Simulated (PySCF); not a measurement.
CCl₃, charge +1, multiplicity 1. Atoms are numbered in the order given.

```xyz
4

Cl     1.6480     0.0000     0.0000
C      0.0000     0.0000     0.0000
Cl    -0.8240     1.4272     0.0000
Cl    -0.8240    -1.4272     0.0000
```
Charge +1, spin multiplicity 1.

Geometry: PBE0-D3(BJ)/def2-SVP. The multiplicity is an assumed one; other spin states were not compared. The isomer is the one that the SMILES or the coordinates give; other isomers of the formula were not compared.

Level of theory: PBE/pcSseg-2 (PySCF).

GIAO shieldings, no solvent; atoms alike by connectivity are averaged. δ = σ(ref) − σ: ³⁵Cl against HCl (σ = 936.5 ppm); ¹³C against TMS (σ = 181.4 ppm), references at their B3LYP-D3(BJ)/def2-TZVP geometries, non-relativistic (without spin–orbit terms, shifts of atoms bonded to Cl or Br come out too high).

Computed chemical shifts:
```tsv
nucleus	atoms	count	δ (ppm)
³⁵Cl	Cl1, Cl3, Cl4	3	923.2
¹³C	C2	1	249.1
```
